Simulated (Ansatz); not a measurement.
Ansatz results at the PBE0-D4/def2-TZVP geometry: HOMO energy (B3LYP/def2-TZVPP) -5.74 eV; LUMO energy (B3LYP/def2-TZVPP) 0.47 eV; size of the dipole moment (B3LYP/def2-TZVPP) 0.61 D.

**Question.** Which molecule gave them?
A. `O[SiH](F)CCl`
B. `NC([SiH3])[AsH2]`
C. `FC1OB(Cl)[SiH2]1`
D. `C1=COCO1`

**Answer.** D. The others give `NC([SiH3])[AsH2]`: -6.91, -0.30, 1.54; `O[SiH](F)CCl`: -8.20, -0.38, 1.72; `FC1OB(Cl)[SiH2]1`: -7.90, -1.56, 2.19.

B3LYP here is the variant with VWN-RPA as its local correlation; programs differ in this.
